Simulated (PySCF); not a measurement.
# Charge on either side of a bond

C3H5ClSSi.
Atom-mapped SMILES: `[SiH3:1][C:2](=[C:3]=[S:4])[CH2:5][Cl:6]` (hydrogens: H7, H8, H9 on Si1; H10, H11 on C5)

Structure used (GFN2-xTB), in Å, numbered top down from 1:
```xyz
11
C3H5ClSSi angstrom
Si    -1.5172    0.0327   -0.3961
C      0.3321    0.3255   -0.0326
C      0.7207    1.5461    0.1559
S      1.0432    3.0650    0.2851
C      1.1794   -0.8812    0.1494
Cl     0.8466   -1.6545    1.7468
H     -1.5344   -0.8762   -1.5457
H     -2.1327    1.3170   -0.7100
H     -2.1300   -0.5901    0.7751
H      2.2419   -0.6408    0.1440
H      0.9557   -1.6410   -0.5980
```

Atomic charges (e) from the PBE0/pcSseg-1 density (PySCF):

```tsv
atom	Mulliken	IAO	Hirshfeld	ESP-fitted
Si1	+0.6140	+0.6461	+0.3256	+0.3033
C2	-0.5699	-0.3777	-0.1346	-0.1055
C3	+0.0712	-0.0475	+0.0295	-0.0237
S4	+0.0311	+0.0938	-0.0220	-0.0074
C5	-0.1263	-0.2192	-0.0240	-0.3386
Cl6	-0.1538	-0.1218	-0.0780	-0.1262
H7	-0.0842	-0.1146	-0.0694	-0.0553
H8	-0.0789	-0.1039	-0.0673	-0.0451
H9	-0.0478	-0.1021	-0.0683	-0.0309
H10	+0.1715	+0.1764	+0.0549	+0.2425
H11	+0.1731	+0.1706	+0.0538	+0.1869
```

**Question.** Cut each of the bonds Si1–C2, C3–C2 and C5–C2 in turn and sum the charges on the side of the atom named first.

**Answer.** In e; the other side holds the opposite charge:

```csv
bond cut,piece,atoms,Mulliken,IAO,Hirshfeld,ESP-fitted
Si1–C2,SiH3,4,+0.403,+0.326,+0.121,+0.172
C3–C2,CS,2,+0.102,+0.046,+0.007,-0.031
C5–C2,CH2Cl,4,+0.065,+0.006,+0.007,-0.035
```

Extremes among these pieces. Mulliken: lowest CH2Cl at C5, highest SiH3 at Si1; IAO: lowest CH2Cl at C5, highest SiH3 at Si1; Hirshfeld: lowest CS at C3 and CH2Cl at C5, highest SiH3 at Si1; ESP-fitted: lowest CH2Cl at C5, highest SiH3 at Si1.

**Question.** Do the schemes agree better on the pieces than on the single atoms at the cuts?

**Answer.** The spread between schemes averages 0.172 e for the pieces and 0.259 e for the atoms named first; it is smaller for the piece at 2 of the 3 cuts. On average they agree better on the pieces. The sign differs between schemes (beyond ±0.03 e) for CS at C3 and CH2Cl at C5.

Geometry: GFN2-xTB, one conformer, isolated molecule.
